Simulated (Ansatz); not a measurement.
Species: C$_{6}$H$_{5}$F$_{3}$OSi, SMILES `O=C[Si@@H]1C=CC(C(F)(F)F)=C1` (O–C–Si–C torsion 129°) (charge 0, multiplicity 1).

### Question
Give a relaxed geometry from B3LYP-D3(BJ)/def2-SVP run with Ansatz (a program for electronic structure).

### Answer
One answer among several that fit: the end point of this relaxation, one of several conformers (outside a Z-matrix the atoms follow the SMILES, hydrogens last).
Bonded distances (Å): O1–C2 1.207, C2–Si3 1.942, C2–H12 1.128, Si3–C4 1.877, Si3–C11 1.881, Si3–H13 1.484, C4–C5 1.352, C4–H14 1.091, C5–C6 1.487, C5–H15 1.094, C6–C7 1.506, C6–C11 1.352, C7–F8 1.338, C7–F9 1.347, C7–F10 1.346, C11–H16 1.090. Bond angles (°): O1–C2–Si3 123.3, O1–C2–H12 120.6, Si3–C2–H12 116.1, C2–Si3–C4 108.9, C2–Si3–C11 108.4, C2–Si3–H13 109.9, C4–Si3–C11 92.3, C4–Si3–H13 118.5, C11–Si3–H13 117.5, Si3–C4–C5 107.2, Si3–C4–H14 130.4, C5–C4–H14 122.2, C4–C5–C6 116.3, C4–C5–H15 124.1, C6–C5–H15 119.6, C5–C6–C7 118.5, C5–C6–C11 117.4, C7–C6–C11 124.1, C6–C7–F8 112.6, C6–C7–F9 110.8, C6–C7–F10 110.8, F8–C7–F9 107.7, F8–C7–F10 107.8, F9–C7–F10 106.9, Si3–C11–C6 106.5, Si3–C11–H16 131.4, C6–C11–H16 121.9.
